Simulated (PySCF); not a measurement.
`[SiH3][S][GeH2][SH]`. Method: PBE0-D3(BJ)/def2-SVP geometry optimisation, gas phase (PySCF).

```
atom  x, y, z in Å
Si1   -1.5884    0.6686   -0.0094
S2    -0.5784   -0.7127    1.3030
Ge3    1.2634   -1.0341    0.0944
S4     2.0576    0.9132   -0.6369
H5    -3.0269    0.5968    0.3771
H6    -1.1005    2.0658    0.1649
H7    -1.4213    0.2509   -1.4328
H8     0.9644   -1.8283   -1.1860
H9     2.2481   -1.7585    1.0247
H10    2.1735    1.4406    0.6021
```

(1) What is the longest distance between nuclei?

(2) Where is the centre of mass (commonest isotopes), and what is the radius of gyration?

(3) Work out the bond lengths Si1–S2, Si1–H7, S2–Ge3, Ge3–H8, S4–H10 in Å.

(4) What are the angles H5–Si1–H6, S2–Si1–H7, H8–Ge3–H9, S4–Ge3–H8, S2–Ge3–S4, Ge3–S4–H10?

(5) What is the repulsion energy of the bare nuclei, Σ ZA·ZB/RAB?

(6) How far apart are these pairs, which share no bond: Si1···H10, Ge3···H5, Ge3···H6, Ge3···H7, H5···H8?

(7) How far are the heavy atoms from their best plane (unweighted least squares)?

(8) Give the dihedral angles S2–Ge3–S4–H10, H8–Ge3–S4–H10, H6–Si1–S2–Ge3, Si1–S2–Ge3–S4.

(9) Write the matrix of distances between heavy atoms (Å, lower triangle).

Results:

(1) H5···H9, 5.81 Å; the next longest distance is 5.27 Å.

(2) Mass 171.889 u; centre at (0.559, -0.294, 0.160) Å; Rg = √(Σ m r²/M) = 1.715 Å. As Ia + Ib + Ic = 2 Σ m r², the three principal moments sum to 1011.3 u·Å².

(3) For Si1–S2 the difference vector is (1.0100, -1.3813, 1.3124) Å, of length 2.1565 Å. Si1–S2 2.156; Si1–H7 1.493; S2–Ge3 2.226; Ge3–H8 1.536; S4–H10 1.352 Å.

(4) From the scalar product of the two bond vectors; for H5–Si1–H6 it is -0.7348 Å² over 1.4912 × 1.4902 Å², cos θ = -0.3307. H5–Si1–H6 109.3°; S2–Si1–H7 110.4°; H8–Ge3–H9 112.7°; S4–Ge3–H8 104.3°; S2–Ge3–S4 110.3°; Ge3–S4–H10 94.1°.

(5) 537.31 Eh over 45 pairs, with full nuclear charges and distances in bohr; the largest single term is 121.70 Eh (S2 with Ge3, or a pair equal to it).

(6) Si1···H10 3.889 Å (4 bonds apart); Ge3···H5 4.599 Å (3 bonds apart); Ge3···H6 3.899 Å (3 bonds apart); Ge3···H7 3.345 Å (3 bonds apart); H5···H8 4.925 Å (4 bonds apart).

(7) 0.305 Å rms; Si1 0.21, S2 0.37, Ge3 0.38, S4 0.22 Å (magnitudes).

(8) S2–Ge3–S4–H10 57° (synclinal); H8–Ge3–S4–H10 177° (antiperiplanar); H6–Si1–S2–Ge3 -82° (synclinal); Si1–S2–Ge3–S4 46° (synclinal). Dihedral signs follow IUPAC: positive where, seen along the central bond, the front bond turns clockwise onto the rear one.

(9) 
```
Si1   0.000
S2    2.156  0.000
Ge3   3.323  2.226  0.000
S4    3.708  3.654  2.227  0.000
```

No frequency check. One conformer, not necessarily the lowest.

The run took 92 s of wall time on one thread, x86-64 server, no GPU, shared host. These figures are those of the optimisation.
